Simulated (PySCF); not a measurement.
A calculated (MN15, PySCF 2.14, def2-SVP, no relativity, point nucleus) atom or ion has these occupied shells.

| shell | electrons | orbital energy (eV) | rms radius, mean of both spins (bohr) |
| --- | --- | --- | --- |
| 1s α | 1 | -2096.3 | 0.121 |
| 1s β | 1 | -2096.1 | 0.121 |
| 2s α | 1 | -198.65 | 0.572 |
| 2s β | 1 | -198.49 | 0.572 |
| 2p α | 3 | -154.03 | 0.542 |
| 2p β | 3 | -153.84 | 0.542 |
| 3s α | 1 | -36.064 | 1.89 |
| 3s β | 1 | -34.748 | 1.89 |
| 3p α | 1 | -26.772 | 2.14 |

**Question.** Name the element and its charge.

**Answer.** P²⁺ (phosphorus, charge +2), in [Ne] 3s2 3p1, 2P determinant.
